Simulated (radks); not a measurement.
Charge is removed step by step from the 4d down level of Te, starting from [Kr] 4d(up 5, down 5) 5s2 5p4. Calculated with a radial shooting solver on a logarithmic mesh with Libxc functionals: scalar-relativistic Kohn-Sham, r2SCAN, spin-polarised, spherical densities, finite nucleus; open shells are filled with parallel spins first (spin-orbit coupling, left out, can overturn this in heavy ions); meta-GGA in the generalised Kohn-Sham scheme; Fermi nuclear charge, rms radius 4.7423 fm.

removed (e)  E - E(0) (eV)  eigenvalue (eV)  E minus straight line (eV)
0                    0.000          -42.468                       0.000
0.1                  4.315          -43.869                      -0.660
0.2                  8.772          -45.293                      -1.179
0.3                 13.372          -46.738                      -1.554
0.4                 18.117          -48.203                      -1.784
0.5                 23.010          -49.689                      -1.866
0.6                 28.052          -51.193                      -1.799
0.7                 33.245          -52.715                      -1.580
0.8                 38.592          -54.255                      -1.209
0.9                 44.094          -55.812                      -0.683
1                   49.751          -57.385                       0.000

Removing the whole electron costs 49.751 eV by Delta-SCF, against 42.468 eV from minus the eigenvalue at the starting occupation. Slater's transition state (half an electron removed) gives 49.689 eV. Integrating minus the eigenvalue over the occupation (Janak's theorem) gives 49.768 eV. In this scalar-relativistic scheme the density is built from large components alone, so the theorem holds only approximately. The mean slope of the eigenvalue, de/dn, is 14.9 eV per electron.
